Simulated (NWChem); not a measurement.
**Correlation energy of hydronium (H3O (+1))**

SMILES: [OH3+]
```xyz
4

O      0.0000     0.0774     0.0000
H     -0.4720    -0.2067     0.8177
H     -0.4720    -0.2067    -0.8177
H      0.9443    -0.2062     0.0000
```
Charge +1, spin multiplicity 1.

Everything below was run with NWChem. Structure: optimised with B3LYP/def2-SVP, a minimum by its harmonic frequencies.

Basis set: def2-SVP. Each correlation energy counts from its own Hartree-Fock reference.

```json
[
 {"method": "CR-CCSD[T]", "correlation energy (mHa)": "-217.4", "difference from CCSD(T)": "+0.3"},
 {"method": "CCSD(T)", "correlation energy (mHa)": "-217.7", "difference from CCSD(T)": "0.0"},
 {"method": "CCSDT", "correlation energy (mHa)": "-217.9", "difference from CCSD(T)": "-0.2"},
 {"method": "CCSD", "correlation energy (mHa)": "-214.5", "difference from CCSD(T)": "+3.2"},
 {"method": "SCS-MP2", "correlation energy (mHa)": "-201.1", "difference from CCSD(T)": "+16.5"},
 {"method": "CCSD+T(CCSD)", "correlation energy (mHa)": "-217.8", "difference from CCSD(T)": "-0.1"},
 {"method": "CR-CCSD(T)", "correlation energy (mHa)": "-217.3", "difference from CCSD(T)": "+0.4"},
 {"method": "MP2", "correlation energy (mHa)": "-203.3", "difference from CCSD(T)": "+14.4"}
]
```

The values span 16.7 mHa, from CCSDT (lowest) to SCS-MP2 (highest). 

The correlated methods keep 1 core orbital frozen. Coupled-cluster values serve here as a point of comparison, not as the truth.
